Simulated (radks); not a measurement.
Problem. Neutral tin is in [Kr] 4d10 5s2 5p(1/2: 2, 3/2: 0). All-electron calculation, Dirac Kohn-Sham, relativistic LDA (MacDonald-Vosko exchange, VWN5 correlation), spin-unpolarised, spherical densities, finite nucleus; Fermi nuclear charge, rms radius of each element as measured or else 0.836 A^(1/3) + 0.57 fm. Program: a radial shooting solver on a logarithmic mesh with Libxc functionals. Sub-shells are occupied by j as written (lower j first in brackets). One electron is removed from 4d5/2, 4d3/2, 5p1/2, 5s1/2 in turn, with full relaxation. Which removal costs least, and what does each cost?

Solution. 5p1/2 7.323 eV; 5s1/2 14.571 eV; 4d5/2 32.038 eV; 4d3/2 33.144 eV. The 5p1/2 electron leaves first.
